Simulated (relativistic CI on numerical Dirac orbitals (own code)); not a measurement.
Hyperfine structure of La LII, mass number 139

Method of calculation: Dirac-Coulomb-Breit CI, separate exchange-only KLI orbitals for each configuration, model QED, unscaled Slater integrals (own radial code, finite nucleus).

Configuration list (outside the closed core 1s2): 2s2 2p2, 2s 2p3, 2p4, 2p3 3s, 2p3 3p, 2p3 3d, 2s2 2p 3s, 2s2 2p 3p, 2s2 2p 3d, 2s 2p2 3s, 2s 2p2 3p, 2s 2p2 3d, 2s2 2p 4s, 2s2 2p 4p, 2s2 2p 4d, 2s2 2p 4f. Levels of other configurations are missing.

Nuclear spin I = 7/2, μ = 2.7791 μN, Q = 0.206 b (tables of Stone and Pyykkö). The electronic factors are computed for point nuclear moments, without core polarisation or the Bohr-Weisskopf and QED corrections.

```json
{"Level": "2s2 2p2 3P_1", "E (eV)": "426.00", "A (GHz)": "-131.6", "B (GHz)": "72"}
{"Level": "2s2 2p2 1D_2", "E (eV)": "442.51", "A (GHz)": "711.9", "B (GHz)": "128"}
{"Level": "2s2 2p2 3P_2", "E (eV)": "882.27", "A (GHz)": "297.9", "B (GHz)": "16"}
{"Level": "2s 2p3 3D°_3", "E (eV)": "1072.16", "A (GHz)": "1565", "B (GHz)": "-0.396"}
{"Level": "2s 2p3 1D°_2", "E (eV)": "1139.74", "A (GHz)": "-56.67", "B (GHz)": "-29.9"}
{"Level": "2s 2p3 3P°_1", "E (eV)": "1142.89", "A (GHz)": "3396", "B (GHz)": "36.4"}
{"Level": "2p4 3P_2", "E (eV)": "1355.79", "A (GHz)": "282.5", "B (GHz)": "14.9"}
```

Levels with J = 0, under 50 % of one LS term, or S terms without an open s electron are left out. Small factors come from cancelling terms and can be off by tens of per cent or more.

At this charge energies of transitions that change n are usually good to better than 1 %, and those within a shell (Δn = 0) to a few per cent.

Task: Give the hyperfine levels of 2s2 2p2 1D_2 relative to its centre of gravity.

Result: With K = F(F + 1) − I(I + 1) − J(J + 1), E = AK/2 + B[¾K(K + 1) − I(I + 1)J(J + 1)]/[2I(2I − 1)J(2J − 1)]: F = 3/2: -6339, F = 5/2: -4616, F = 7/2: -2172, F = 9/2: 1025, F = 11/2: 5015 GHz.

LS names give the leading component of a level, which can be under half, so a name can repeat, a term be missing and a line seem to break the LS rules.
